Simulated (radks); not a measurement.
The numbers below are computed, except where a source is named.
These are the eigenvalues of the occupied orbitals of an atom or ion with whole-number occupations (hartree). Code: a radial shooting solver on a logarithmic mesh with Libxc functionals. Model: Dirac Kohn-Sham, LDA (Slater exchange, Perdew-Wang correlation), spin-unpolarised, spherical densities, finite nucleus; Fermi nuclear charge, rms radius of each element as measured or else 0.836 A^(1/3) + 0.57 fm.

1s1/2: -1018.307
2s1/2: -152.6991
2p1/2: -142.5062
2p3/2: -134.7680
3s1/2: -29.18297
3p1/2: -25.06240
3p3/2: -23.66483
3d3/2: -16.34597
3d5/2: -16.05931
4s1/2: -4.66500
4p1/2: -3.31570
4p3/2: -3.06839
4d3/2: -0.98393
4d5/2: -0.95199
5s1/2: -0.56225

Which element is it, and in what charge state? The configuration may be excited. Open shells, if any, fill j = l - 1/2 first.

Answer. Z = 49, indium, charge +1: In+ in [Kr] 4d10 5s2. The list shows which subshells hold electrons but not how many an open one holds; the 1s level, -1018.3 hartree, gives Z - s = 45.1 by -(Z - s)^2/2, which with screening and relativity narrows Z to a few neighbours, and the depths of the outer levels then fix element, charge and occupations together.
